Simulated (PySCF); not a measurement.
Species: `C/C=C/C(C)(C)[SiH3]`. The columns A, B, C and D hold Mulliken, IAO, Hirshfeld and ESP-fitted charges (e) of one PBE0/pcSseg-1 density (PySCF), in a shuffled order. Coordinates in Å (GFN2-xTB); the density's dipole moment is (0.34, -0.40, -0.13) D.

| atom | x | y | z | A | B | C | D |
| --- | --- | --- | --- | --- | --- | --- | --- |
| C1 | 3.065 | 0.464 | -0.164 | -0.117 | -0.202 | -0.420 | -0.429 |
| C2 | 1.644 | 0.107 | -0.458 | -0.046 | -0.232 | -0.156 | +0.079 |
| C3 | 0.678 | 0.099 | 0.447 | -0.053 | -0.045 | -0.160 | -0.451 |
| C4 | -0.772 | -0.214 | 0.237 | -0.054 | -0.719 | -0.199 | +0.331 |
| C5 | -1.240 | -1.140 | 1.365 | -0.118 | -0.166 | -0.410 | -0.521 |
| C6 | -1.038 | -0.895 | -1.104 | -0.118 | -0.173 | -0.414 | -0.556 |
| Si7 | -1.725 | 1.455 | 0.326 | +0.303 | +0.539 | +0.591 | +0.314 |
| H8 | 3.196 | 0.714 | 0.887 | +0.043 | +0.109 | +0.142 | +0.129 |
| H9 | 3.372 | 1.318 | -0.768 | +0.044 | +0.122 | +0.148 | +0.123 |
| H10 | 3.725 | -0.368 | -0.413 | +0.044 | +0.122 | +0.148 | +0.126 |
| H11 | 1.444 | -0.149 | -1.489 | +0.041 | +0.094 | +0.135 | +0.097 |
| H12 | 0.926 | 0.361 | 1.470 | +0.038 | +0.091 | +0.129 | +0.194 |
| H13 | -0.702 | -2.088 | 1.323 | +0.038 | +0.116 | +0.139 | +0.155 |
| H14 | -1.060 | -0.691 | 2.339 | +0.038 | +0.114 | +0.135 | +0.127 |
| H15 | -2.305 | -1.349 | 1.277 | +0.039 | +0.113 | +0.135 | +0.134 |
| H16 | -0.793 | -0.240 | -1.937 | +0.038 | +0.124 | +0.135 | +0.134 |
| H17 | -2.090 | -1.164 | -1.186 | +0.040 | +0.121 | +0.138 | +0.152 |
| H18 | -0.446 | -1.806 | -1.195 | +0.038 | +0.118 | +0.139 | +0.148 |
| H19 | -1.254 | 2.332 | -0.746 | -0.078 | -0.077 | -0.115 | -0.092 |
| H20 | -1.478 | 2.078 | 1.628 | -0.079 | -0.084 | -0.119 | -0.095 |
| H21 | -3.157 | 1.192 | 0.171 | -0.080 | -0.087 | -0.124 | -0.097 |

Question: Which column most likely holds the ESP-fitted charges?

Answer: D. Σ q r misses the density's dipole by 0.03 D (D), 0.38 D (A), 0.70 D (B), 1.12 D (C). Charges fitted to the outside potential are the only set here that is tied to the molecule's multipoles.

Question: And the Hirshfeld charges?

Answer: A. The mean sizes are 0.071 e (A), 0.170 e (B), 0.201 e (C), 0.214 e (D), and Hirshfeld charges are commonly the smallest of these schemes.

As computed, A = Hirshfeld, B = Mulliken, C = IAO, D = ESP-fitted. Hydrogens on carbon: Hirshfeld +0.04 to +0.04, Mulliken +0.09 to +0.12, IAO +0.13 to +0.15, ESP-fitted +0.10 to +0.19 e.

The ESP scheme is a least-squares fit of atom-centred charges to the potential on four shells outside the van der Waals surface, with the total charge fixed. The IAO scheme projects the occupied orbitals on a minimal set of polarised atomic orbitals and counts the electrons in each atom's part of it.

The structure is a single GFN2-xTB conformer in the gas phase; no vibrational or solvent corrections.

The values belong to the conformer `[CH3:1]/[CH:2]=[CH:3]/[C:4]([CH3:5])([CH3:6])[SiH3:7]`: C2–C3–C4–C5 136°.
